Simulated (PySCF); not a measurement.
C6H7, SMILES [C]1=CC=CCC1, multiplicity 2.

Coordinates come from a B3LYP-D3(BJ)/def2-SVP optimisation. The isomer is the one that the SMILES or the coordinates give; other isomers of the formula were not compared. One conformer was computed; it need not be the lowest.

The numbers are results of PySCF with B3LYP-D3(BJ)/def2-SVP, not measurements.

Frequencies are harmonic and unscaled.

```json
[
 {"mode": "1", "ν (cm⁻¹)": "185", "IR (km/mol)": "0.9", "moving atoms (share of kinetic energy)": "H 52 %, C 48 %"},
 {"mode": "2", "ν (cm⁻¹)": "322", "IR (km/mol)": "3.5", "moving atoms (share of kinetic energy)": "C 66 %, H 34 %"},
 {"mode": "3", "ν (cm⁻¹)": "452", "IR (km/mol)": "0.8", "moving atoms (share of kinetic energy)": "C 64 %, H 36 %"},
 {"mode": "4", "ν (cm⁻¹)": "487", "IR (km/mol)": "2.2", "moving atoms (share of kinetic energy)": "C 73 %, H 27 %"},
 {"mode": "5", "ν (cm⁻¹)": "578", "IR (km/mol)": "2.8", "moving atoms (share of kinetic energy)": "C 91 %, H 9 %"},
 {"mode": "6", "ν (cm⁻¹)": "679", "IR (km/mol)": "49.7", "moving atoms (share of kinetic energy)": "H 80 %, C 20 %"},
 {"mode": "7", "ν (cm⁻¹)": "744", "IR (km/mol)": "7.7", "moving atoms (share of kinetic energy)": "H 57 %, C 43 %"},
 {"mode": "8", "ν (cm⁻¹)": "836", "IR (km/mol)": "4.9", "moving atoms (share of kinetic energy)": "H 62 %, C 38 %"},
 {"mode": "9", "ν (cm⁻¹)": "864", "IR (km/mol)": "0.5", "moving atoms (share of kinetic energy)": "C 75 %, H 25 %"},
 {"mode": "10", "ν (cm⁻¹)": "923", "IR (km/mol)": "14.6", "moving atoms (share of kinetic energy)": "C 68 %, H 32 %"},
 {"mode": "11", "ν (cm⁻¹)": "961", "IR (km/mol)": "1.1", "moving atoms (share of kinetic energy)": "C 65 %, H 35 %"},
 {"mode": "12", "ν (cm⁻¹)": "971", "IR (km/mol)": "0.5", "moving atoms (share of kinetic energy)": "C 55 %, H 45 %"},
 {"mode": "13", "ν (cm⁻¹)": "988", "IR (km/mol)": "0.3", "moving atoms (share of kinetic energy)": "H 52 %, C 48 %"},
 {"mode": "14", "ν (cm⁻¹)": "1015", "IR (km/mol)": "0.9", "moving atoms (share of kinetic energy)": "C 55 %, H 45 %"},
 {"mode": "15", "ν (cm⁻¹)": "1043", "IR (km/mol)": "3.5", "moving atoms (share of kinetic energy)": "H 55 %, C 45 %"},
 {"mode": "16", "ν (cm⁻¹)": "1154", "IR (km/mol)": "1.2", "moving atoms (share of kinetic energy)": "H 93 %"},
 {"mode": "17", "ν (cm⁻¹)": "1163", "IR (km/mol)": "3.8", "moving atoms (share of kinetic energy)": "H 91 %, C 9 %"},
 {"mode": "18", "ν (cm⁻¹)": "1223", "IR (km/mol)": "6.8", "moving atoms (share of kinetic energy)": "H 81 %, C 19 %"},
 {"mode": "19", "ν (cm⁻¹)": "1262", "IR (km/mol)": "3.3", "moving atoms (share of kinetic energy)": "H 74 %, C 26 %"},
 {"mode": "20", "ν (cm⁻¹)": "1321", "IR (km/mol)": "4.1", "moving atoms (share of kinetic energy)": "H 65 %, C 35 %"},
 {"mode": "21", "ν (cm⁻¹)": "1345", "IR (km/mol)": "2.4", "moving atoms (share of kinetic energy)": "H 64 %, C 36 %"},
 {"mode": "22", "ν (cm⁻¹)": "1391", "IR (km/mol)": "0.8", "moving atoms (share of kinetic energy)": "H 56 %, C 44 %"},
 {"mode": "23", "ν (cm⁻¹)": "1433", "IR (km/mol)": "3.4", "moving atoms (share of kinetic energy)": "H 93 %"},
 {"mode": "24", "ν (cm⁻¹)": "1444", "IR (km/mol)": "3.7", "moving atoms (share of kinetic energy)": "H 90 %, C 10 %"},
 {"mode": "25", "ν (cm⁻¹)": "1646", "IR (km/mol)": "6.1", "moving atoms (share of kinetic energy)": "C 96 %"},
 {"mode": "26", "ν (cm⁻¹)": "1712", "IR (km/mol)": "1.5", "moving atoms (share of kinetic energy)": "C 93 %"},
 {"mode": "27", "ν (cm⁻¹)": "2986", "IR (km/mol)": "19.9", "moving atoms (share of kinetic energy)": "H 93 %"},
 {"mode": "28", "ν (cm⁻¹)": "2995", "IR (km/mol)": "35.4", "moving atoms (share of kinetic energy)": "H 94 %"},
 {"mode": "29", "ν (cm⁻¹)": "3074", "IR (km/mol)": "17.2", "moving atoms (share of kinetic energy)": "H 92 %, C 8 %"},
 {"mode": "30", "ν (cm⁻¹)": "3076", "IR (km/mol)": "16.2", "moving atoms (share of kinetic energy)": "H 91 %, C 9 %"},
 {"mode": "31", "ν (cm⁻¹)": "3159", "IR (km/mol)": "3.1", "moving atoms (share of kinetic energy)": "H 92 %"},
 {"mode": "32", "ν (cm⁻¹)": "3167", "IR (km/mol)": "8.2", "moving atoms (share of kinetic energy)": "H 92 %, C 8 %"},
 {"mode": "33", "ν (cm⁻¹)": "3185", "IR (km/mol)": "16.6", "moving atoms (share of kinetic energy)": "H 91 %, C 9 %"}
]
```
